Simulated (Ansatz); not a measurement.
`C[O][Ge]([F])([SH])[Cl]` → C• + Cl• + F• + Ge• + 4 H• + O• + S•  (atomization)

Computed with Ansatz on PBE0-D4/def2-TZVP structures; ΔE is electronic, products minus reactants. CCSD(T)/CBS adds triple-zeta CCSD(T) − MP2 to the extrapolated MP2 energy (def2 sets, frozen cores). This one scheme is used for every species, atoms too. Functionals use def2-TZVPP. B3LYP here is the variant with VWN-RPA as its local correlation; programs differ in this. Open shells (•) are unrestricted, without spin–orbit coupling. Spin–orbit coupling would lower the free atoms: a little for C, Cl, F, O, S; clearly for Ge. Bonds to Ge are less sure, by a few kJ/mol each and by 10 to 20 or more in all where they break to atoms, as the def2 sets lack core-valence functions. Scalar relativity is left out up to krypton. Each species was taken in one conformer, which may not be the lowest.

| level | ΔE (eV) | difference from CCSD(T)/CBS |
| --- | --- | --- |
| PBE-D4 | 37.11 | 0.62 |
| PBE0-D4 | 36.23 | -0.26 |
| B3LYP-D4 | 35.99 | -0.50 |
| ωB97X-V | 36.59 | 0.10 |
| ωB97M-V | 36.41 | -0.08 |
| B2PLYP | 35.78 | -0.71 |
| r2SCAN | 36.51 | 0.02 |
| PBE0 | 35.98 | -0.51 |
| B3LYP | 35.52 | -0.97 |
| HF/def2-TZVPP | 25.46 | -11.03 |
| MP2/def2-TZVPP | 36.52 | 0.03 |
| CCSD/def2-TZVPP | 34.78 | -1.71 |
| CCSD(T)/def2-TZVPP | 35.50 | -0.99 |
| HF/def2-QZVPP | 25.51 | -10.98 |
| MP2/CBS(def2) | 37.51 | 1.02 |
| CCSD/CBS(def2) | 35.77 | -0.72 |
| CCSD(T)/CBS | 36.49 | 0 |

Largest T1 diagnostic among the species: 0.012.

The D4 term adds +0.47 eV with B3LYP and +0.25 eV with PBE0; it sums over pairs of atoms, weighted by their polarisabilities, and B3LYP, whose exchange is more repulsive, gets the larger term. From PBE to PBE0 (25 % exact exchange), in def2-TZVPP and without D4, ΔE moves by −0.84 eV: exact exchange takes away binding that semilocal exchange gives to molecules. In def2-TZVPP, CCSD(T) changes the Hartree–Fock value by +10.04 eV (the triples alone add +0.72 eV) and MP2 by +11.06 eV; breaking electron pairs costs correlation energy, which Hartree–Fock lacks.

For atomizations the MP2-based limit and the directly extrapolated one differ by several kJ/mol either way, and by 10 to 25 for some Ge, Se and Sn compounds, so smaller differences from it don't rank the levels.
